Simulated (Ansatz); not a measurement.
`[GaH2][O][SbH2]` + NH₃ → `[NH2][SbH2]` + `[OH][GaH2]` at 500 K and 1 bar (ligand exchange at the Sb–O bond).

Calculated with Ansatz (gas phase, PBE0-D4/def2-TZVP geometries, no zero-point term in ΔE). CCSD(T)/CBS adds triple-zeta CCSD(T) − MP2 to the extrapolated MP2 energy (def2 sets, frozen cores). This one scheme is used for every species. Elements past krypton have def2 core potentials. For Ga, Sb outer-core shells are correlated without core-valence functions, which leaves a few kJ/mol of doubt a bond. Scalar relativity is left out up to krypton.

```json
{"species": "`[GaH2][O][SbH2]`", "CCSD(T)/CBS energy (Eh)": "-2241.53579", "H − E (kJ/mol)": "119.2", "S (J/(mol·K))": "400.4"}
{"species": "NH₃", "CCSD(T)/CBS energy (Eh)": "-56.50880", "H − E (kJ/mol)": "108.2", "S (J/(mol·K))": "211.8"}
{"species": "`[NH2][SbH2]`", "CCSD(T)/CBS energy (Eh)": "-297.10356", "H − E (kJ/mol)": "130.2", "S (J/(mol·K))": "315.2"}
{"species": "`[OH][GaH2]`", "CCSD(T)/CBS energy (Eh)": "-2000.92981", "H − E (kJ/mol)": "96.0", "S (J/(mol·K))": "296.8"}
```

H − E and S are ideal-gas, rigid-rotor, harmonic terms from PBE0-D4/def2-TZVP, for one conformer and one mirror image of each species. 1 Eh = 2625.50 kJ/mol, R = 8.31446 J/(mol·K).

By hand: ΔE, ΔH, ΔS and ΔG.

ΔE = (-297.10356) + (-2000.92981) − (-2241.53579) − (-56.50880) = 0.01122 Eh = 29.5 kJ/mol. Δ(H − E) = 130.2 + 96.0 − 119.2 − 108.2 = -1.2, so ΔH = 28.3 kJ/mol. ΔS = 315.2 + 296.8 − 400.4 − 211.8 = -0.2 J/(mol·K). ΔG = 28.3 − 500 × (-0.2)/1000 = 28.4 kJ/mol.

By hand: the equilibrium constant, and the temperature at which ΔG would vanish if ΔH and ΔS stayed fixed.

log₁₀ K = −ΔG/(RT ln 10) = -3.0. ΔH and −TΔS have one sign here, so there is no such temperature. One of them is within its doubt of zero, so this could turn.

The number of gas molecules stays the same, so ΔS is small and ΔH decides. A doubt of 5 kJ/mol in ΔE shifts log₁₀ K by 0.5 here. Other conformers and mirror images would add mixing entropy, several J/(mol·K) or more a flexible species. Modes under 60 cm⁻¹, often nearly free rotors, make the harmonic entropy too high. These are equilibria of isolated gas molecules and say nothing of rates. Largest T1 diagnostic: 0.016 (customary marks: 0.02 for closed shells, 0.045 for open ones).
